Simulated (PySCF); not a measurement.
Isomers of C5H9O2 (doublet state), one GFN2-xTB conformer each. Single-point energies are computed at B3LYP/pcH-1 (PySCF, gas phase, no added dispersion term), electronic only. GFN2-xTB treats the open shell by occupation alone, and not every SCF solution was tested for stability.

**Question.** Rank them by B3LYP/pcH-1 energy, lowest first (kcal/mol).
A. `[CH2:1]=[CH:2][CH2:3][CH2:4][C:5]([OH:6])[OH:7]` (doublet state) with C1–C2–C3–C4 124°, C2–C3–C4–C5 -68°, C3–C4–C5–O6 59°, C4–C5–O6–H -17°, C4–C5–O7–H 165°
B. `[CH2:1][O:2][CH2:3]/[CH:4]=[CH:5]/[CH2:6][OH:7]` (doublet state) with H–C1–O2–C3 -28° and 180°, C1–O2–C3–C4 -75°, O2–C3–C4–C5 -132°, C4–C5–C6–O7 -128°, C5–C6–O7–H -53°
C. `[CH2:1][CH2:2][CH2:3][CH2:4][C:5](=[O:6])[OH:7]` (doublet state) with H–C1–C2–C3 34° and -155°, C1–C2–C3–C4 63°, C2–C3–C4–C5 72°, C3–C4–C5–O6 13°, C4–C5–O7–H -179°
D. `[CH2:1][C@H:2]([CH3:3])[O:4][C:5]([CH3:6])=[O:7]` (doublet state) with H–C1–C2–C3 -20° and 157°, C1–C2–O4–C5 -144°, C2–O4–C5–C6 -178°

**Answer.** C (0.0), D (4.2), A (26.5), B (47.4).

Neighbours under 5.0 kcal/mol apart ([CH2]CCCC(=O)O and [CH2][C@H](C)OC(C)=O) can change places with a better method, another conformer or zero-point energy. GFN2-xTB itself gives, in the same order: 1.5, 0.0, 17.9, 36.3. GFN2-xTB puts [CH2][C@H](C)OC(C)=O lowest instead; measured from each level's own lowest isomer, the values differ by up to 11.1 kcal/mol ([CH2]OC/C=C/CO: 36.3 against 47.4).
